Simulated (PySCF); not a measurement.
AlF$_{3}$, singlet, geometry from GFN2-xTB (such geometries of metal compounds can be far from the true shape), with bond 4-1 at 1.6 times its length. Base run: HF/3-21G (PySCF).

Here is a job for PySCF.
```python
from pyscf import gto, scf

mol = gto.M(
    atom='''
Al    0.000000   -0.000000   -0.000000
F    -0.020933    1.630854    0.037916
F     1.423183   -0.797103   -0.027175
F    -2.243600   -1.334001   -0.017186
''',
    basis='3-21g',
    charge=0,
    spin=0,
    verbose=4,
)

mf = scf.RHF(mol)
mf.kernel()
```

Variants of this job, named by their change:

```json
[
 {"change": "base", "ΔE vs base (mEh)": "0.000", "SCF cycles": "10"},
 {"change": "conv_tol = 1e-6", "ΔE vs base (mEh)": "0.000", "SCF cycles": "8"},
 {"change": "DIIS = EDIIS", "ΔE vs base (mEh)": "0.000", "SCF cycles": "44"},
 {"change": "level_shift = 1.0 (with mf.max_cycle = 100)", "ΔE vs base (mEh)": "0.000", "SCF cycles": "30"},
 {"change": "diis = off; damp = 0.6 (with mf.diis_start_cycle = 200; with mf.max_cycle = 150)", "ΔE vs base (mEh)": "0.000", "SCF cycles": "39"},
 {"change": "level_shift = 0.5 (with mf.max_cycle = 100)", "ΔE vs base (mEh)": "0.000", "SCF cycles": "19"},
 {"change": "diis_space = 20", "ΔE vs base (mEh)": "0.000", "SCF cycles": "10"},
 {"change": "conv_tol = 1e-4", "ΔE vs base (mEh)": "0.000", "SCF cycles": "7"},
 {"change": "init_guess = atom", "ΔE vs base (mEh)": "0.000", "SCF cycles": "10"},
 {"change": "init_guess = huckel", "ΔE vs base (mEh)": "0.000", "SCF cycles": "10"},
 {"change": "conv_tol = 1e-11", "ΔE vs base (mEh)": "0.000", "SCF cycles": "11"},
 {"change": "diis = off (with mf.max_cycle = 100)", "ΔE vs base (mEh)": "0.000", "SCF cycles": "41"},
 {"change": "solver = newton", "ΔE vs base (mEh)": "0.000", "SCF cycles": "-"}
]
```
